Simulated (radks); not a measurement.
Values are calculated unless marked as measured or tabulated.
Species: the holmium ion Ho+. Configuration: [Xe] 4f12 (not the ground configuration).

Level of theory: Dirac Kohn-Sham, PBEsol, spin-unpolarised, spherical densities, finite nucleus; open shells fill j = l - 1/2 first; Fermi nuclear charge, rms radius 5.2022 fm (a radial shooting solver on a logarithmic mesh with Libxc functionals).

Energy parts (eV):
total: -343486.29
kinetic: 377823.21
electron-nucleus: -848452.06
Hartree: 134430.80
exchange-correlation: -7288.24

Orbitals (lengths in bohr, moments of r in powers of bohr; r(max) is where P^2 peaks):
orbital,occ.,eigenvalue (eV),<r>,r(max),<r^4>,<1/r>,small-component weight
1s1/2,2,-55401.68,0.02075,0.01312,9.267e-07,76.01,6.27e-02
2s1/2,2,-9262.162,0.08756,0.07482,0.0001442,18.25,1.40e-02
2p1/2,2,-8817.529,0.07291,0.05625,0.00008847,18.23,1.40e-02
2p3/2,4,-7961.101,0.08008,0.06237,0.0001196,15.88,1.29e-02
3s1/2,2,-2067.742,0.2295,0.2115,0.005506,6.671,4.48e-03
3p1/2,2,-1872.856,0.2192,0.1990,0.004954,6.589,4.42e-03
3p3/2,4,-1693.988,0.2327,0.2118,0.006201,5.991,4.11e-03
3d3/2,4,-1359.166,0.2054,0.1674,0.004388,5.876,3.99e-03
3d5/2,6,-1320.064,0.2096,0.1710,0.004703,5.729,3.90e-03
4s1/2,2,-407.7497,0.5192,0.4843,0.1353,2.790,1.44e-03
4p1/2,2,-330.3729,0.5290,0.4870,0.1526,2.681,1.35e-03
4p3/2,4,-290.2604,0.5603,0.5144,0.1919,2.474,1.24e-03
4d3/2,4,-162.7879,0.5914,0.5184,0.2714,2.252,1.06e-03
4d5/2,6,-155.5245,0.6026,0.5273,0.2927,2.200,1.03e-03
5s1/2,2,-52.0323,1.293,1.143,5.406,1.031,2.82e-04
5p1/2,2,-31.6401,1.475,1.254,9.934,0.8943,2.16e-04
5p3/2,4,-26.8845,1.593,1.345,13.69,0.8187,1.85e-04
4f5/2,6,-4.1492,0.9258,0.5236,10.99,1.551,5.70e-04
4f7/2,6,-3.2386,0.9829,0.5293,20.90,1.508,5.47e-04

The highest occupied level is 4f7/2 at -3.239 eV. The electron density at the nucleus is 8.042e+05 e/bohr^3. Summed over all electrons, <r^2> = 45.77 bohr^2, which gives a Langevin (diamagnetic) susceptibility term of -36.2 x 10^-6 cm^3/mol. The density falls to 0.001 e/bohr^3 at r = 3.74 bohr.
